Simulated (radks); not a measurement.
Question: Species: neutral lead. Configuration: [Hg] 6p2. Calculated with a radial shooting solver on a logarithmic mesh with Libxc functionals: Dirac Kohn-Sham, LDA (Slater exchange, Perdew-Wang correlation), spin-unpolarised, spherical densities, point nucleus; open shells are shared between the two j in proportion to 2j + 1. Some entries of the table are withheld. Estimate them.

orbital      occ.  eigenvalue (hartree)  <1/r> (bohr^-1)
1s1/2           2             -3230.724            101.4
2s1/2           2             -577.3931            25.06
2p1/2           2             -554.5918            25.00
2p3/2           4             -474.1976            19.96
3s1/2           2             -138.5699            9.185
3p1/2           2             -128.2689              (1)
3p3/2           4             -110.3350              (2)
3d3/2           4             -93.36542              (3)
3d5/2           6             -89.54686              (4)
4s1/2           2             -31.33979            3.904
4p1/2           2             -26.88471            3.794
4p3/2           4             -22.48530            3.334
4d3/2           4             -15.21959              (5)
4d5/2           6             -14.39861              (6)
5s1/2           2                   (7)            1.624
4f5/2           6              -4.98162            2.696
4f7/2           8              -4.79658            2.656
5p1/2           2                   (8)            1.501
5p3/2           4                   (9)            1.331
5d3/2           4              -0.83693            1.033
5d5/2           6              -0.74134           0.9911
6s1/2           2              -0.45071           0.5577
6p1/2    0.666667              -0.17714           0.4272
6p3/2     1.33333              -0.12181           0.3628

Answer: 
(1) 3p1/2 <1/r> (bohr^-1): 9.096
(2) 3p3/2 <1/r> (bohr^-1): 7.776
(3) 3d3/2 <1/r> (bohr^-1): 7.679
(4) 3d5/2 <1/r> (bohr^-1): 7.385
(5) 4d3/2 <1/r> (bohr^-1): 3.139
(6) 4d5/2 <1/r> (bohr^-1): 3.035
(7) 5s1/2 eigenvalue (hartree): -5.28969
(8) 5p1/2 eigenvalue (hartree): -3.76393
(9) 5p3/2 eigenvalue (hartree): -2.93387
